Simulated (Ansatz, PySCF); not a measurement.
Spin states of H6O5W (SMILES [OH][WH]([OH])([OH])([OH])[OH]), each relaxed with B3LYP-D3(BJ)/def2-TZVP.
State 1 (charge 0, multiplicity 1):
| atom | x (Å) | y (Å) | z (Å) |
|---|---|---|---|
| W | -0.0148 | -0.1703 | 0.1294 |
| O | 1.5036 | -1.1387 | 0.7663 |
| H | 2.3443 | -0.6646 | 0.7822 |
| O | -1.1480 | 0.4473 | 1.5201 |
| H | -1.9442 | 0.9578 | 1.3224 |
| O | -1.1770 | 1.1091 | -0.8254 |
| H | -1.0785 | 1.1594 | -1.7792 |
| O | -0.8758 | -1.8517 | 0.0385 |
| H | -0.5551 | -2.6475 | -0.3955 |
| O | 1.3848 | 1.1657 | 0.0182 |
| H | 1.0940 | 2.0110 | -0.3427 |
| H | 0.2465 | -0.4901 | -1.5403 |
State 2 (charge 0, multiplicity 3):
```xyz
12

W     -0.1791     0.0959    -0.0714
O      1.3898    -1.1491    -0.0166
H      2.2064    -0.6249     0.0118
O     -1.0208     0.8750     1.4713
H     -1.6797     0.2883     1.8701
O     -1.1965     0.7990    -1.4826
H     -1.0178     0.7224    -2.4235
O     -1.1124    -1.5155     0.4732
H     -0.6700    -2.3594     0.3228
O      1.2264     1.3943     0.2714
H      1.0075     2.0661     0.9303
H      0.8260    -0.7046    -1.6626
```

| level | energy of the multiplicity-3 state less that of the multiplicity-1 state (kJ/mol) | cost |
|---|---|---|
| SVWN5/def2-TZVPP | 231.6 | - |
| PBE/def2-TZVPP | 215.0 | - |
| PBE-D3(BJ)/def2-TZVPP | 214.9 | - |
| PBE-D4/def2-TZVPP | 215.2 | - |
| BLYP/def2-TZVPP | 218.6 | - |
| BLYP-D3(BJ)/def2-TZVPP | 218.5 | - |
| BLYP-D4/def2-TZVPP | 219.4 | - |
| r2SCAN/def2-TZVPP | 208.0 | - |
| r2SCAN-D3(BJ)/def2-TZVPP | 207.9 | - |
| r2SCAN-D4/def2-TZVPP | 208.0 | - |
| B97M-V/def2-TZVPP | 226.6 | - |
| r2SCANh/def2-TZVPP | 200.2 | - |
| B3LYP/def2-TZVPP | 208.4 | - |
| B3LYP-D3(BJ)/def2-TZVPP | 208.2 | - |
| B3LYP-D4/def2-TZVPP | 208.8 | - |
| PBE0/def2-TZVPP | 198.7 | - |
| PBE0-D3(BJ)/def2-TZVPP | 198.6 | - |
| PBE0-D4/def2-TZVPP | 198.8 | - |
| BHLYP/def2-TZVPP | 185.4 | - |
| BHLYP-D3(BJ)/def2-TZVPP | 185.2 | - |
| BHLYP-D4/def2-TZVPP | 185.4 | - |
| CAM-B3LYP/def2-TZVPP | 201.0 | - |
| CAM-B3LYP-D3(BJ)/def2-TZVPP | 200.8 | - |
| CAM-B3LYP-D4/def2-TZVPP | 201.1 | - |
| wB97X-V/def2-TZVPP | 207.9 | - |
| wB97M-V/def2-TZVPP | 207.9 | - |
| B2PLYP/def2-TZVPP | 218.1 | - |
| B2PLYP-D3(BJ)/def2-TZVPP | 218.0 | - |
| B2PLYP-D4/def2-TZVPP | 218.2 | - |
| CCSD/def2-SVP | 204.9 | - |
| CCSD/def2-TZVPP | 203.4 | - |
| CCSD(T)/def2-SVP | 219.8 | ×1 |
| CCSD(T)/def2-TZVPP | 218.2 | - |
| CCSD(T)/CBS(def2-SVP, def2-TZVPP) | 212.2 | - |

The rows run from 185.2 (BHLYP-D3(BJ)/def2-TZVPP) to 231.6 kJ/mol (SVWN5/def2-TZVPP). From def2-SVP to def2-TZVPP CCSD(T) changes by -1.6. The dispersion term adds -0.1 in PBE-D3(BJ), 0.2 in PBE-D4, -0.2 in BLYP-D3(BJ). The 13 functionals in def2-TZVPP without D3 or D4 span 46.2, from BHLYP to SVWN5.

Singlets are restricted, other states unrestricted; no spin–orbit coupling, no relativity up to Kr; see below for the cores. The largest T1 diagnostic is 0.023.

Correlated levels freeze the inner cores; with def2 sets outer-core shells near the valence are correlated too. CBS: X⁻³ extrapolation of the correlation energy, Hartree–Fock from the larger set.

Run with Ansatz (Gaussian basis) for Hartree–Fock, density functionals and correlated methods; PySCF for the dispersion terms.  In def2 rows elements past Kr take small-core potentials, without spin–orbit coupling.

Costs are rough ratios of core time to CCSD(T)/def2-SVP (about 12 min over the structures, on one shared machine); a dash marks a level with no comparable run of its own.

Ansatz is a quantum-chemistry and plane-wave program.
